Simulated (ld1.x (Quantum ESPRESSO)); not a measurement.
**Configuration tests for lanthanum (TM)**

ld1.x (Quantum ESPRESSO) 7.5 input, shortened:

```
&input
   title='La', zed=57., rel=2, dft='PBESOL', iswitch=3,
   config='[Xe] 4f0 5d1 6s0 6p0', rel_dist='average'
 /
 &inputp
   pseudotype=2, tm=.true., lloc=0,
   nlcc=.true., rcore=0.42
 /
4
5P  2  1   6.00   0.00  2.90  2.90  0.0
5D  3  2   1.00   0.00  3.70  3.70  0.0
4F  4  3   0.00   0.00  0.85  0.85  0.0
6S  1  0   0.00   0.00  2.95  2.95  0.0
 &test
   configts(1)='4f0 5p6 5d1 6s0 6p0'
 /
```

Open shells are filled in proportion to 2j + 1 (rel_dist='average').

Energies are relative to the spin-unpolarised reference configuration 4f0 5p6 5d1 6s0 6p0; without spin polarisation the order of configurations can differ from experiment.

```json
{"valence configuration": "4f0 5p6 5d1 6s2 6p0", "charge": "0", "ΔE all-electron (eV)": "-16.845", "error AE − PS (meV)": "+22"}
{"valence configuration": "4f0 5p6 5d1 6s1 6p0", "charge": "+1", "ΔE all-electron (eV)": "-10.846", "error AE − PS (meV)": "+3.3"}
{"valence configuration": "4f0 5p6 5d0 6s0 6p0", "charge": "+3", "ΔE all-electron (eV)": "18.896", "error AE − PS (meV)": "-39"}
{"valence configuration": "4f0 5p6 5d2 6s0 6p0", "charge": "+1", "ΔE all-electron (eV)": "-10.786", "error AE − PS (meV)": "-32"}
{"valence configuration": "4f0 5p6 5d0 6s2 6p1", "charge": "0", "ΔE all-electron (eV)": "-14.531", "error AE − PS (meV)": "-438"}
{"valence configuration": "4f0 5p6 5d2 6s1 6p0", "charge": "0", "ΔE all-electron (eV)": "-16.034", "error AE − PS (meV)": "-1.1"}
```

(1) What are ΔE and the potential's error for 4f0 5p6 5d0 6s2 6p0?

Levels in the configuration 4f0 5p6 5d2 6s0 6p0:

```
   level  all-electron (eV)  pseudo (eV)
5p j=1/2            -28.036      -27.923
5p j=3/2            -25.550      -25.441
5d j=3/2             -7.267       -7.211
5d j=5/2             -7.072       -7.018
```

## Answers

(1) ΔE = -10.447 eV all-electron; the error (AE − PS) is -48 meV.
